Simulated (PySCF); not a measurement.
Species: C₆H₈N₂OSi.
Structure used (PBE0-D3(BJ)/def2-SVP), in Å, numbered top down from 1:
```
atom  x, y, z in Å
C1    -0.944    2.355   -1.982
C2    -0.733    1.423   -1.232
C3    -0.500    0.340   -0.360
C4     0.672   -0.100    0.262
O5     1.872    0.482    0.131
Si6    3.313   -0.051    0.811
C7     0.281   -1.228    1.012
N8    -1.020   -1.462    0.865
N9    -1.476   -0.530    0.051
C10   -2.865   -0.494   -0.326
H11   -1.122    3.179   -2.647
H12    3.218   -0.033    2.301
H13    3.613   -1.441    0.357
H14    4.346    0.903    0.335
H15    0.889   -1.871    1.648
H16   -3.327    0.455   -0.019
H17   -2.977   -0.605   -1.415
H18   -3.357   -1.329    0.185
```

All values: PBE0/pcSseg-1 (PySCF, non-relativistic), on one gas-phase PBE0-D3(BJ)/def2-SVP geometry that isn't relaxed in the solvent. The solvent is an IEF-PCM continuum (cavity from Bondi-type radii × 1.2). The model holds no explicit solvent molecules, cavitation or dispersion.

| run | E − E(gas) (kcal/mol) | HOMO (eV) | HOMO–LUMO gap (eV) | dipole (D) |
| --- | --- | --- | --- | --- |
| gas | 0.00 | -6.37 | 5.77 | 0.75 |
| P | -5.60 | -6.53 | 5.79 | 0.99 |
| Q | -6.52 | -6.56 | 5.79 | 1.03 |

**Question.** The runs were made in acetone and tetrahydrofuran. Which run belongs to which solvent?

**Answer.** P = tetrahydrofuran, Q = acetone. The dielectric constants are 7.426 (tetrahydrofuran), 20.49 (acetone), and the energy falls further as ε rises. In this model the ground state sees the solvent through ε alone.

**Question.** How constant is the ratio of the lowering to (ε − 1)/(2ε + 1)?

**Answer.** 
| solvent | (ε − 1)/(2ε + 1) | E − E(gas) (kcal/mol) | ratio (kcal/mol) | polarisation term (kcal/mol) |
| --- | --- | --- | --- | --- |
| tetrahydrofuran | 0.405 | -5.60 | -13.8 | -6.22 |
| acetone | 0.464 | -6.52 | -14.0 | -7.37 |

The ratio changes by +1.6 % in size from tetrahydrofuran to acetone. The polarisation term is half the interaction of the solute with the induced surface charges.
